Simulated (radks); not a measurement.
All-electron atom: Sc in [Ar] 3d1 4s2. All-electron calculation, scalar-relativistic Kohn-Sham, PBE, spin-unpolarised, spherical densities, finite nucleus; Fermi nuclear charge, rms radius 3.5459 fm. Program: a radial shooting solver on a logarithmic mesh with Libxc functionals. Some entries of the table are withheld. Estimate them.

orbital,occ.,eigenvalue (eV),<r> (bohr)
1s,2,-4397.255,0.07304
2s,2,-474.3276,0.3435
2p,6,-388.2599,0.3077
3s,2,(1),(2)
3p,6,(3),1.168
4s,2,-4.1831,3.721
3d,1,-3.2334,1.869

Answer. 
(1) 3s eigenvalue (eV): -55.0389
(2) 3s <r> (bohr): 1.075
(3) 3p eigenvalue (eV): -33.6246
